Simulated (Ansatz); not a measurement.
Geometry optimisation, Ansatz 0.2.0, RKS LDA/def2-SVP.

input.yaml

```yaml
crystal:
  periodic: [false, false, false]
  atoms:
    - { symbol: C, position_ang: [-1.4882, 1.354, -0.4117] }
    - { symbol: C, position_ang: [-0.4804, 0.6488, -0.3535] }
    - { symbol: C, position_ang: [0.5521, -0.0972, -0.2924] }
    - { symbol: C, position_ang: [0.8451, -1.2081, 0.6907] }
    - { symbol: I, position_ang: [2.1045, 0.3028, -1.6245] }
    - { symbol: H, position_ang: [-1.4764, 2.4199, -0.8262] }
    - { symbol: H, position_ang: [-2.4729, 1.0298, -0.0889] }
    - { symbol: H, position_ang: [0.9611, -2.151, 0.1632] }
    - { symbol: H, position_ang: [1.641, -1.0172, 1.3807] }
    - { symbol: H, position_ang: [-0.1028, -1.3331, 1.3655] }
basis:
  gaussian: { orbitals: def2-SVP }
hamiltonian:
  xc: lda
relax:
  f_tol: 0.02
  max_steps: 50
```

Command:

```bash
$ ansatz run input.yaml --threads 2 --pin off --max-ram 3072MiB --backend cpu --events-out ev --progress --plain --runs-dir out
```

Where does it end, and by what steps?

The run converged. After 11 steps the energy has fallen by 1.814 eV; H7 moved furthest, 0.88 Å.

| step | energy less start (eV) | largest force component (eV/Å) | accepted |
| --- | --- | --- | --- |
| 0 | 0.0000 | 5.156 | yes |
| 1 | -0.9613 | 1.488 | yes |
| 2 | -1.3578 | 0.757 | yes |
| 3 | -1.6094 | 0.765 | yes |
| 4 | -1.7185 | 0.509 | yes |
| 5 | -1.8059 | 0.246 | yes |
| 6 | -1.8052 | 0.249 | no |
| 7 | -1.8129 | 0.070 | yes |
| 8 | -1.8130 | 0.070 | yes |
| 9 | -1.8129 | 0.171 | no |
| 10 | -1.8137 | 0.025 | yes |
| 11 | -1.8139 | 0.010 | yes |

```xyz
10
Properties=species:S:1:pos:R:3
C -1.557 1.404 -0.435
C -0.501 0.630 -0.370
C 0.544 -0.151 -0.288
C 0.845 -1.159 0.756
I 2.009 0.014 -1.821
H -1.570 2.405 0.037
H -2.473 1.088 -0.970
H 0.942 -2.175 0.313
H 1.808 -0.931 1.265
H 0.035 -1.178 1.516
```

Run time: 12 s on 2 threads of AMD EPYC 9R14 (Zen 4), with other jobs on the host, peak memory 0.16 GiB.
